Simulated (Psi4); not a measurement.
C4H12GeO (SMILES C[CH2][Ge]([CH3])([CH3])[OH]), singlet, geometry from GFN2-xTB, atoms displaced at random by about 0.03 Å a coordinate; R2SCAN/STO-3G, gradient run with Psi4 1.11.

Input for Psi4:
```
memory 2 GB

molecule mol {
0 1
C    -2.350146   -0.814173    0.913369
C    -1.495009    0.450653    0.901554
Ge    0.264236    0.150165   -0.094463
C     1.428413    1.731855   -0.029714
C     1.212515   -1.514267    0.553991
O    -0.027479   -0.042367   -1.865755
H    -3.273894   -0.605204    1.349042
H    -1.867772   -1.588364    1.452899
H    -2.584894   -1.144950   -0.178689
H    -1.221741    0.662640    1.860933
H    -2.015535    1.281557    0.350242
H     2.307669    1.506716   -0.625355
H     1.756652    1.952930    0.932402
H     0.959213    2.555826   -0.470011
H     0.574204   -2.417820    0.371472
H     2.107763   -1.741925    0.016718
H     1.430726   -1.485319    1.593557
H    -0.488226   -0.755115   -2.105040
symmetry c1
no_reorient
no_com
}

set {
  basis sto-3g
  reference rks
}

gradient('r2scan')
print_variables()
```

Question: Predict the main parts of the log of this Psi4 run.

Answer: 
```
gradient() will perform analytic gradient computation.

   => Loading Basis Set <=

    Name: STO-3G
    Role: ORBITAL
    Keyword: BASIS

         ---------------------------------------------------------
                                   SCF
               by Justin Turney, Rob Parrish, Andy Simmonett
                          and Daniel G. A. Smith
                              RKS Reference
         ---------------------------------------------------------

  ==> Geometry <==

    Molecular point group: c1
    Full point group: C1

    Geometry (in Angstrom), charge = 0, multiplicity = 1:

       Center              X                  Y                   Z               Mass
    ------------   -----------------  -----------------  -----------------  -----------------
         C           -2.350146000000    -0.814173000000     0.913369000000    12.000000000000
         C           -1.495009000000     0.450653000000     0.901554000000    12.000000000000
         GE           0.264236000000     0.150165000000    -0.094463000000    73.921177761000
         C            1.428413000000     1.731855000000    -0.029714000000    12.000000000000
         C            1.212515000000    -1.514267000000     0.553991000000    12.000000000000
         O           -0.027479000000    -0.042367000000    -1.865755000000    15.994914619570
         H           -3.273894000000    -0.605204000000     1.349042000000     1.007825032230
         H           -1.867772000000    -1.588364000000     1.452899000000     1.007825032230
         H           -2.584894000000    -1.144950000000    -0.178689000000     1.007825032230
         H           -1.221741000000     0.662640000000     1.860933000000     1.007825032230
         H           -2.015535000000     1.281557000000     0.350242000000     1.007825032230
         H            2.307669000000     1.506716000000    -0.625355000000     1.007825032230
         H            1.756652000000     1.952930000000     0.932402000000     1.007825032230
         H            0.959213000000     2.555826000000    -0.470011000000     1.007825032230
         H            0.574204000000    -2.417820000000     0.371472000000     1.007825032230
         H            2.107763000000    -1.741925000000     0.016718000000     1.007825032230
         H            1.430726000000    -1.485319000000     1.593557000000     1.007825032230
         H           -0.488226000000    -0.755115000000    -2.105040000000     1.007825032230

[...]
  @DF-RKS Final Energy: -2284.95111847313865
    Total Energy =                      -2284.9511184731386493
[...]
    MP2 Hybrid          =          FALSE

   => Exchange Functionals <=

    1.0000   XC_MGGA_X_R2SCAN

   => Correlation Functionals <=

    1.0000   XC_MGGA_C_R2SCAN

   => LibXC Density Thresholds  <==

    XC_MGGA_C_R2SCAN:  1.00E-15
    XC_MGGA_X_R2SCAN:  1.00E-11

   => Molecular Quadrature <=

    Radial Scheme          =       TREUTLER
    Pruning Scheme         =           NONE
    Nuclear Scheme         =       TREUTLER

    Blocking Scheme        =         OCTREE
    BS radius alpha        =              1
    Pruning alpha          =              1
    Radial Points          =             75
    Spherical Points       =            302
    Total Points           =         379943
    Total Blocks           =           2802
    Max Points             =            256
    Max Functions          =             51
    Weights Tolerance      =       1.00E-15

  -Total Gradient:
     Atom            X                  Y                   Z
    ------   -----------------  -----------------  -----------------
       1       -0.006358266094    -0.002786079736     0.082778814809
       2       -0.028921318136     0.013417654883     0.105204687482
       3        0.001163328092     0.013853142269     0.020197644807
       4        0.017762316404     0.077875659714     0.031258228195
       5        0.056119544896    -0.010301680509     0.032418910729
       6       -0.116205699952    -0.178711921272    -0.078982969216
       7        0.047608437434    -0.006649495200    -0.025540558754
       8       -0.013679295985     0.027973779323    -0.013286350674
       9       -0.011498183030    -0.005989088448    -0.042211758839
      10       -0.011271020482    -0.030122340231    -0.070891114690
      11       -0.006782057451     0.010769246247    -0.020946722284
      12       -0.007646259633    -0.000251593876     0.004586245008
      13       -0.011598031160    -0.012870938858    -0.046292543153
      14        0.020176246850    -0.036823309866     0.014483954509
      15       -0.004174312248    -0.016032883335    -0.006514008674
      16       -0.023234506968    -0.005361357452     0.011735009530
      17       -0.006355928018    -0.002328485354    -0.028049855843
      18        0.103702592715     0.162683975531     0.035309509037

  Variable Map:
  ----------------------------------------------------------------------------
[...]
  Array Variable Map:
  ----------------------------------------------------------------------------
[...]
[...]
```
